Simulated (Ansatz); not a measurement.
Gas-phase reaction in SMILES: [I][Sn][I] → [Sn][I] + I atom (the I-Sn bond at the site shown breaks; other sites are not compared here)
Each molecule is optimised on its own at B3LYP-D3(BJ)/def2-TZVP (Ansatz, a program for electronic structure). A spin state is the lowest found, not a proven ground state.

Property: bond dissociation energy (electronic energy difference), in eV. Valence correlation only, unless marked. UHF or UKS for open shells. No spin-orbit coupling. The frozen core is the preceding noble-gas configuration, with the filled d and f shells of earlier blocks. Past Kr the def2 sets carry scalar-relativistic core potentials. Basis-set limits of correlation are two-point, X^-3; Hartree-Fock from the larger set.

```csv
level,program,bond dissociation energy (eV)
HF/def2-TZVPP,Ansatz,1.92
```

Estimate the value at CCSD(T)/CBS(def2-TZVPP,def2-QZVPP) as computed with Ansatz.

3.11 eV, so HF/def2-TZVPP differs from it by -1.19 eV.
